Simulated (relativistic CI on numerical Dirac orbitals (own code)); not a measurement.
# Inner-shell lines of Tc35+

These numbers are calculated, not measured: Dirac-Coulomb-Breit CI, KLI orbitals optimised for each configuration, model QED (radiative potential, 1s self-energy scaled to tabulated hydrogen-like ionisation energies), valence Slater integrals scaled by 0.9 (own radial code, finite nucleus).

CI space: 1s²2s²2p⁴, 1s2s²2p⁵, 1s2s²2p⁴3p, 1s2s2p⁶, 1s²2s2p⁵, 1s2s2p⁵3p. Levels of other configurations are missing.

The table holds the strongest lines. The upper levels have an inner-shell vacancy. Auger decay, open to those above the ionisation limit, is not computed, and radiative decays to configurations outside the model are missing too. Absolute energies can be off by a few tenths of a per cent, and at this charge the scaling can make term splittings too narrow, so close lines can change order. LS names give the leading component, which can be well under half, for lower levels too. Brackets number the levels in order of energy.

```csv
λ (Å),Upper,Lower,A (s⁻¹),gA (s⁻¹)
0.674116,1s2s2p⁶ ³S1 [14],1s²2s2p⁵ ¹P°1 [9],7.89e+14,2.37e+15
0.673568,1s2s²2p⁵ ³P°2 [10],1s²2s²2p⁴ ¹D2 [4],7.49e+14,3.75e+15
0.67315,1s2s²2p⁵ ³P°1 [13],1s²2s²2p⁴ ³P0 [5],1.25e+15,3.74e+15
0.673099,1s2s²2p⁵ ³P°2 [10],1s²2s²2p⁴ ³P1 [3],9.36e+14,4.68e+15
0.672812,1s2s²2p⁵ ¹P°1 [11],1s²2s²2p⁴ ¹D2 [4],1.46e+15,4.37e+15
0.672254,1s2s2p⁶ ¹S0 [15],1s²2s2p⁵ ¹P°1 [9],2.96e+15,2.96e+15
0.669809,1s2s2p⁶ ³S1 [14],1s²2s2p⁵ ³P°1 [7],1.05e+15,3.15e+15
0.668976,1s2s²2p⁵ ¹P°1 [11],1s²2s²2p⁴ ¹S0 [2],1.19e+15,3.57e+15
0.668753,1s2s²2p⁵ ³P°2 [10],1s²2s²2p⁴ ³P2 [1],1.98e+15,9.88e+15
0.668597,1s2s2p⁶ ³S1 [14],1s²2s2p⁵ ³P°2 [6],2.98e+15,8.94e+15
0.668367,1s2s²2p⁵ ³P°1 [13],1s²2s²2p⁴ ¹D2 [4],3.47e+15,1.04e+16
0.668007,1s2s²2p⁵ ¹P°1 [11],1s²2s²2p⁴ ³P2 [1],2.70e+15,8.09e+15
0.667993,1s2s²2p⁵ ³P°0 [12],1s²2s²2p⁴ ³P1 [3],3.58e+15,3.58e+15
0.667971,1s2s2p⁶ ¹S0 [15],1s²2s2p⁵ ³P°1 [7],2.03e+15,2.03e+15
0.581045,1s2s2p⁵3p ³P2 [62],1s²2s2p⁵ ³P°2 [6],4.56e+14,2.28e+15
0.580433,1s2s2p⁵3p ¹P1 [90],1s²2s2p⁵ ¹P°1 [9],6.30e+14,1.89e+15
0.579812,1s2s²2p⁴3p ³P°2 [25],1s²2s²2p⁴ ³P2 [1],6.13e+14,3.06e+15
0.579785,1s2s²2p⁴3p ¹D°2 [44],1s²2s²2p⁴ ¹D2 [4],3.84e+14,1.92e+15
0.579504,1s2s²2p⁴3p ³D°3 [27],1s²2s²2p⁴ ³P2 [1],4.11e+14,2.88e+15
0.57929,1s2s²2p⁴3p ³D°3 [50],1s²2s²2p⁴ ¹D2 [4],3.83e+14,2.68e+15
```
